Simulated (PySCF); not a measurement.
In(OH)2(SH) (H3InO2S), SMILES [OH][In]([OH])[SH]. Atoms are numbered in the order given.

```xyz
7

In     0.0039     0.2557     0.0000
O      1.5847     1.4906     0.0000
H      2.4240     1.0089     0.0000
O     -1.7939     1.1361     0.0000
H     -1.7024     2.1004     0.0000
S      0.1244    -2.1497     0.0000
H     -1.2264    -2.2562     0.0000
```

The structure is a stationary point at B3LYP-D3(BJ)/def2-SVP. The def2 effective core potentials stand for the cores of In; spin–orbit coupling is left out. Other conformers were not sampled.

The numbers are results of PySCF with ωB97X/def2-TZVP, not measurements.

Symmetry labels are those of the subgroup Cs that the program uses (full group Cs).

### Question
List the valence orbital energies around the gap with their symmetry. (The exact figures need the calculation; the answer reports its results.)

### Answer

| orbital | symmetry | energy (eV) |
|---|---|---|
| HOMO−7 | A' | -15.35 |
| HOMO−6 | A' | -14.24 |
| HOMO−5 | A' | -13.06 |
| HOMO−4 | A" | -11.70 |
| HOMO−3 | A' | -11.61 |
| HOMO−2 | A" | -11.16 |
| HOMO−1 | A' | -11.12 |
| HOMO | A" | -10.21 |
| LUMO | A' | -0.09 |
| LUMO+1 | A" | 0.94 |
| LUMO+2 | A' | 1.84 |
| LUMO+3 | A' | 2.32 |
